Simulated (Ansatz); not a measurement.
Geometry optimisation, RKS PBE/def2-SVP (Ansatz).

input.yaml

```yaml
crystal:
  periodic: [false, false, false]
  atoms:
    - { symbol: "N", position_ang: [-0.08, 1.9443, 1.7029] }
    - { symbol: C, position_ang: [0.3988, 1.1856, 0.8408] }
    - { symbol: Ge, position_ang: [-0.6835, -0.1684, -0.0385] }
    - { symbol: C, position_ang: [0.547, -1.1813, -1.2426] }
    - { symbol: Cl, position_ang: [1.753, -2.022, -0.3341] }
    - { symbol: H, position_ang: [-1.1288, 1.9419, 1.9291] }
    - { symbol: H, position_ang: [1.4844, 1.2776, 0.6111] }
    - { symbol: H, position_ang: [-1.214, -1.1006, 1.0372] }
    - { symbol: H, position_ang: [-1.7913, 0.5184, -0.783] }
    - { symbol: H, position_ang: [-0.1436, -1.9454, -1.7429] }
    - { symbol: H, position_ang: [0.9233, -0.507, -1.9594] }
basis:
  gaussian: { orbitals: def2-SVP }
hamiltonian:
  xc: pbe
relax:
  f_tol: 0.02
  max_steps: 40
scf:
  lower_state_search: "off"
output:
  orbitals: {}
```

Run as:

```bash
$ ansatz run input.yaml --threads 2 --pin off --max-ram 3072MiB --backend cpu --events-out ev --progress --plain --runs-dir out
```

Problem. Where does it end, and by what steps?

Solution. It converged. The force dipped under the threshold on the way, but the program's further checks kept it going. After 25 steps the energy has fallen by 0.454 eV; H6 moved furthest, 1.01 Å.

| step | energy less start (eV) | largest force component (eV/Å) | accepted |
| --- | --- | --- | --- |
| 0 | 0.0000 | 3.296 | yes |
| 1 | -0.2685 | 1.221 | yes |
| 2 | -0.1968 | 2.477 | no |
| 3 | -0.3789 | 0.687 | yes |
| 4 | -0.4050 | 0.820 | yes |
| 5 | -0.4146 | 0.418 | yes |
| 6 | -0.4227 | 0.083 | yes |
| 7 | -0.4257 | 0.117 | yes |
| 8 | -0.4272 | 0.039 | yes |
| 9 | -0.4290 | 0.117 | yes |
| 10 | -0.4241 | 0.617 | no |
| 11 | -0.4339 | 0.038 | yes |
| 12 | -0.4374 | 0.091 | yes |
| 13 | -0.4349 | 0.561 | no |
| 14 | -0.4408 | 0.067 | yes |
| 15 | -0.4423 | 0.127 | yes |
| 16 | -0.4457 | 0.249 | yes |
| 17 | -0.4475 | 0.270 | yes |
| 18 | -0.4509 | 0.062 | yes |
| 19 | -0.4522 | 0.190 | yes |
| 20 | -0.4532 | 0.160 | yes |
| 21 | -0.4533 | 0.105 | yes |
| 22 | -0.4530 | 0.087 | no |
| 23 | -0.4542 | 0.028 | yes |
| 24 | -0.4543 | 0.019 | yes |
| 25 | -0.4545 | 0.015 | yes |

```xyz
11
Properties=species:S:1:pos:R:3
N -0.001 2.246 1.406
C 0.370 1.053 1.127
Ge -0.677 -0.326 0.150
C 0.432 -1.083 -1.314
Cl 1.906 -1.848 -0.606
H -0.964 2.425 1.057
H 1.392 0.750 1.455
H -1.093 -1.497 1.080
H -1.943 0.373 -0.433
H -0.117 -1.857 -1.884
H 0.760 -0.293 -2.017
```

Whether the end is a true minimum wasn't checked by a vibrational analysis.

Time of the run: 91 s on 2 threads of Arm Neoverse N1, on a shared host, peak memory 0.16 GiB.
